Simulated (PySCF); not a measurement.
Compound: C₆H₁₇AlS.
Atom-mapped SMILES: `[CH3:1][S+:2]([CH3:3])[AlH2-:4][C:5]([CH3:6])([CH3:7])[CH3:8]` (hydrogens: H9, H10, H11 on C1; H12, H13, H14 on C3; H15, H16 on Al4; H17, H18, H19 on C6; H20, H21, H22 on C7; H23, H24, H25 on C8)

Structure used (PBE0-D3(BJ)/def2-SVP), in Å, numbered top down from 1:
```
atom  x, y, z in Å
C1    -3.096   -1.453    0.335
S2    -1.846   -0.252    0.837
C3    -2.505    1.250    0.085
Al4   -0.042   -0.907   -0.739
C5     1.548    0.082   -0.032
C6     2.648    0.010   -1.095
C7     2.041   -0.573    1.259
C8     1.209    1.548    0.238
H9    -2.750   -2.435    0.685
H10   -3.190   -1.473   -0.760
H11   -4.058   -1.207    0.805
H12   -2.604    1.117   -1.001
H13   -1.783    2.052    0.287
H14   -3.471    1.501    0.546
H15   -0.757   -0.342   -2.071
H16   -0.148   -2.490   -0.469
H17    2.339    0.480   -2.045
H18    3.564    0.535   -0.757
H19    2.942   -1.030   -1.321
H20    1.275   -0.552    2.054
H21    2.934   -0.051    1.658
H22    2.321   -1.628    1.105
H23    0.474    1.658    1.056
H24    0.802    2.055   -0.654
H25    2.108    2.116    0.550
```

Method: PySCF, TDDFT wB97X-D/def2-SVPD, vertical, gas phase, core orbitals frozen in the response.

| state | E (eV) | λ (nm) | ν̃ (cm⁻¹) | f | \|μ\| (D) | main configurations (H = HOMO, L = LUMO) |
| --- | --- | --- | --- | --- | --- | --- |
| S1 | 5.93 | 209.0 | 47850 | 0.0062 | 0.53 | H→L (56%), H→L+2 (19%), H→L+4 (16%) |
| S2 | 6.20 | 199.9 | 50030 | 0.0017 | 0.27 | H→L+1 (51%), H→L+4 (11%), H→L+2 (10%) |
| S3 | 6.49 | 191.1 | 52330 | 0.0052 | 0.46 | H→L+3 (37%), H→L+2 (18%), H-2→L (12%) |
| S4 | 6.55 | 189.2 | 52860 | 0.0085 | 0.58 | H-2→L (33%), H-2→L+1 (20%), H→L+2 (11%) |
| S5 | 6.82 | 181.7 | 55030 | 0.0029 | 0.33 | H-1→L (58%), H-1→L+4 (18%), H-1→L+2 (13%) |
| S6 | 7.01 | 176.9 | 56540 | 0.106 | 2.00 | H→L+3 (27%), H→L+2 (25%), H→L+1 (17%) |
| S7 | 7.27 | 170.5 | 58650 | 0.024 | 0.94 | H→L+7 (21%), H-2→L+1 (12%), H→L+4 (12%) |
| S8 | 7.35 | 168.8 | 59250 | 0.138 | 2.22 | H-2→L+1 (25%), H→L+7 (19%), H-2→L (16%) |
| S9 | 7.37 | 168.1 | 59480 | 0.0014 | 0.23 | H-1→L+1 (29%), H-1→L+2 (17%), H-1→L (12%) |
| S10 | 7.43 | 166.8 | 59960 | 0.097 | 1.86 | H→L+4 (24%), H-1→L+2 (16%), H→L+5 (10%) |

Triplets (Tamm–Dancoff): T1 5.72 eV, H→L (47%), H→L+4 (20%), H→L+2 (19%); T2 5.98 eV, H-2→L (28%), H→L+1 (20%), H-2→L+1 (17%); T3 6.16 eV, H→L+1 (30%), H-2→L (18%), H-2→L+1 (11%); T4 6.41 eV, H→L+3 (42%), H→L+2 (18%).

The lowest singlet lies at 5.93 eV (209 nm, ultraviolet) and is weak; its leading configuration is HOMO→LUMO (56%). The strongest level in the table is S8 at 7.35 eV (169 nm, f = 0.138). Löwdin shares by element: HOMO carbon 52% or more, aluminium 18% (atoms not listed hold the other 30%); LUMO sulfur 44%, carbon 12% or more, aluminium 10%, hydrogen 7% or more (atoms not listed hold the other 28%). The listed states span 1.50 eV. Orbital energies (eV): HOMO-3 -10.71, HOMO-2 -9.74, HOMO-1 -9.40, HOMO -8.12, LUMO 1.64, LUMO+1 1.71, LUMO+2 2.00. Weighted by f, the mean energy of these states is 7.21 eV. All these states lie below the vertical ionisation energy of 8.08 eV (ΔSCF). Only the lowest 10 singlets were computed, as vertical energies without vibronic structure.

The run took 3.6 min (grids of density and orbitals included) on one thread, Arm Neoverse V2 (aarch64), shared host with 96 logical CPUs at a one-minute load of 28, and the process peaked at 1.6 GiB of memory.

One conformer stands for the species.

Without π bonds the low states are Rydberg-like; a valence basis with one diffuse set may place them up to an eV too high.
